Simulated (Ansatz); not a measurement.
C2H7BO2Si (`OC1COB1[SiH3]`), relaxed with RKS PBE0-D4/def2-TZVP in Ansatz from a PBE-D4/def2-SVP geometry. The force threshold is 0.005 eV/Å; the program also tests the step.

The species carries charge 0 and has multiplicity 1.

Start:

```xyz
13

O    -0.304    0.084    2.129
C     0.148   -0.656    1.003
C     1.667   -0.506    0.761
O     1.497    0.075   -0.579
B     0.128    0.048   -0.449
Si   -1.239    0.764   -1.761
H    -1.241    0.304    1.970
H    -0.165   -1.729    1.040
H     2.146    0.224    1.445
H     2.270   -1.436    0.704
H    -0.640    1.512   -2.924
H    -2.074   -0.374   -2.300
H    -2.194    1.690   -1.040
```

| step | energy (eV) | largest force (eV/Å) | largest move (Å) |
| --- | --- | --- | --- |
| 1 | -14827.5127 | 0.641 | 0.000 |
| 2 | -14827.5577 | 0.230 | 0.023 |
| 3 | -14827.5625 | 0.047 | 0.016 |
| 4 | -14827.5628 | 0.039 | 0.009 |
| 5 | -14827.5630 | 0.023 | 0.007 |
| 6 | -14827.5631 | 0.017 | 0.017 |
| 7 | -14827.5632 | 0.018 | 0.017 |
| 8 | -14827.5633 | 0.006 | 0.006 |
| 9 | -14827.5633 | 0.003 | 0.005 |
| 10 | -14827.5633 | 0.008 | 0.015 |
| 11 | -14827.5633 | 0.009 | 0.018 |
| 12 | -14827.5633 | 0.005 | 0.003 |

End:

```xyz
13

O    -0.277    0.098    2.133
C     0.146   -0.633    1.001
C     1.652   -0.508    0.750
O     1.475    0.036   -0.589
B     0.119    0.050   -0.451
Si   -1.237    0.764   -1.767
H    -1.216    0.277    2.045
H    -0.180   -1.680    1.048
H     2.137    0.224    1.397
H     2.231   -1.432    0.711
H    -0.628    1.539   -2.881
H    -2.011   -0.373   -2.343
H    -2.211    1.639   -1.054
```

It took 64 s on 4 threads of an Arm Neoverse V1 on a shared host, with 0.68 GiB of host memory at the peak.
